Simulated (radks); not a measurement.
Q: Tc3+, configuration [Kr] 4d3.75 5s0.25 (fractional occupations, a model configuration). All-electron calculation, scalar-relativistic Kohn-Sham, exchange-only PBE, spin-polarised, spherical densities, finite nucleus; open shells are filled with parallel spins first (spin-orbit coupling, left out, can overturn this in heavy ions); Fermi nuclear charge, rms radius 4.4112 fm. Program: a radial shooting solver on a logarithmic mesh with Libxc functionals. Some entries of the table are withheld. Estimate them.

orbital,occ.,eigenvalue (hartree),<r^2> (bohr^2),<1/r> (bohr^-1)
1s down,1,-768.0630,0.001586,44.70
1s up,1,-768.0628,0.001586,44.70
2s up,1,-110.5636,0.02638,10.08
2s down,1,-110.5426,0.02638,10.09
2p up,3,-99.07646,0.02076,9.793
2p down,3,-99.06084,0.02076,9.794
3s up,1,-20.18328,0.1977,3.480
3s down,1,-20.17181,0.1976,3.479
3p up,3,-16.41467,0.2018,3.312
3p down,3,-16.40162,0.2016,3.312
3d up,5,-10.31766,0.1912,3.082
3d down,5,-10.29750,0.1908,3.082
4s up,1,-3.85071,1.254,1.297
4s down,1,-3.73176,1.239,1.308
4p up,3,-2.81305,1.531,1.161
4p down,3,-2.68440,1.516,1.171
4d up,3.75,(1),2.689,(2)
4d down,0,(3),2.756,(4)
5s up,0.25,(5),7.548,0.5010
5s down,0,(6),7.775,0.4900

A: 
(1) 4d up eigenvalue (hartree): -1.33569
(2) 4d up <1/r> (bohr^-1): 0.8699
(3) 4d down eigenvalue (hartree): -1.20029
(4) 4d down <1/r> (bohr^-1): 0.8674
(5) 5s up eigenvalue (hartree): -1.05196
(6) 5s down eigenvalue (hartree): -0.95728
